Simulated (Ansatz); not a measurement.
`S[SiH2]BCl` + H₂ → `[SiH3]BCl` + H₂S  (hydrogenolysis of the Si–S bond)

Isolated molecules relaxed with PBE0-D4/def2-TZVP in Ansatz; ΔE leaves out vibrations. CCSD(T)/CBS is the MP2 limit (def2-TZVPP, def2-QZVPP) plus CCSD(T) − MP2 in def2-TZVPP, frozen cores. This one scheme is used for every species. Functionals use def2-TZVPP. B3LYP here is the variant with VWN-RPA as its local correlation; programs differ in this. One conformer a species, not always the lowest.

```csv
level,ΔE (kJ/mol)
revPBE,34.4
BLYP,26.7
B3LYP,25.7
MP2/def2-QZVPP,46.1
```

What does CCSD(T)/CBS give? (An estimate is asked.)

The calculation gave: +38.0 kJ/mol. The listed levels differ from it by -3.6, -11.3, -12.3, 8.1 kJ/mol.

Largest T1 diagnostic among the species: 0.014.

The D4 term adds +11.0 kJ/mol with B3LYP and +6.0 kJ/mol with PBE0; it sums over pairs of atoms, weighted by their polarisabilities, and B3LYP, whose exchange is more repulsive, gets the larger term. From PBE to PBE0 (25 % exact exchange), in def2-TZVPP and without D4, ΔE moves by −3.0 kJ/mol. At CCSD(T), def2-SVP lies −18.8 kJ/mol from the extrapolated value and def2-TZVPP −5.8 kJ/mol.
